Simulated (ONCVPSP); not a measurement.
# Ranking ONCV potentials for Pt

All share these settings but for the change named:

- Element: Pt
- Generator: ONCVPSP 4.0.1
- Type: optimised norm-conserving Vanderbilt (ONCV)
- Functional: PBE
- Relativity: scalar-relativistic
- Frozen core: [Kr] 4d10 4f14
- Valence charge: 18
- Reference configuration: 5s2 5p6 5d9 6s0.5 6p0.5
- Partial waves: 5s+6s: rc 1.45 bohr, ncon 3, nbas 7, qcut 8.6 1/bohr, 3 projectors, debl 3.6 Ha; 5p+6p: rc 2.15 bohr, ncon 3, nbas 8, qcut 6.9 1/bohr, 2 projectors; 5d: rc 1.35 bohr, ncon 3, nbas 8, qcut 7.8 1/bohr, 2 projectors, debl 3 Ha
- Local potential: polynomial inside 0.85 bohr (lpopt 2, dvloc0 6 Ha)
- Core correction: Teter function, fcfact 5.25, rcfact 1.75

Cutoff: the first of the cutoffs (Ha) at which the residual kinetic energy of the hardest occupied pseudo-wave falls to 1 and 0.1 mHa per electron; the density cutoff is not measured.

The base gives 27 Ha.

Of 8 variants that were run, those that failed, showed a ghost or another fault, or gave nearly equal values are left out.

A variant can come out equal or close to the base.

Task: Rank these variants from softest to hardest (loose cutoff).
A. d: qcut 9.7
B. d: qcut 11.9
C. d: qcut 4.7

Result: A (27 Ha), B (30 Ha), C (87 Ha).
